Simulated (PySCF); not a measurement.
CsZn and its ions

PBE0; Cs def2-SVP with ECP46, Zn def2-SVP; scalar-relativistic core potentials (PySCF 2.14). Neutral (UKS): doublet (σ ↑), Re = 4.263 Å, ωe = 30.5 cm⁻¹, De = 0.07 eV, HOMO -2.62 eV, LUMO -1.19 eV.

CsZn⁺ (UKS): singlet (closed shell), Re = 3.898 Å, ωe = 52.0 cm⁻¹, De = 0.19 eV to Cs⁺ + Zn. The energies at the minima are -1799.02343 hartree for CsZn and -1798.88441 for CsZn⁺.

**Question.** Work out the adiabatic ionisation energy, without and with harmonic zero-point energies (1 hartree = 27.2114 eV, 1 eV = 8065.5 cm⁻¹), and the change of the bond length.

**Answer.** At PBE0: 0.13902 hartree = 3.783 eV between the minima; the zero-point term (52.0 − 30.5)/2 cm⁻¹ = +0.001 eV makes it 3.784 eV. Re changes by -36.5 pm against the neutral. The electron leaves a σ orbital, and the shorter bond of the ion fits an antibonding orbital, or a change in how ionic the bond is.

Closed-shell solutions of metal pairs were not tested for spin polarisation, which can lower them a little. Weak bonds: CsZn, CsZn⁺. Basis-set superposition, not corrected here, can be much of De in a small basis, most of all at correlated wavefunction levels. Spin–orbit coupling is left out. For an ion De counts to the pair picked by the measured ionisation energies or electron affinities, which need not be the lowest pair at this level. States were picked by a PBE0 search and need not be the measured ground states.
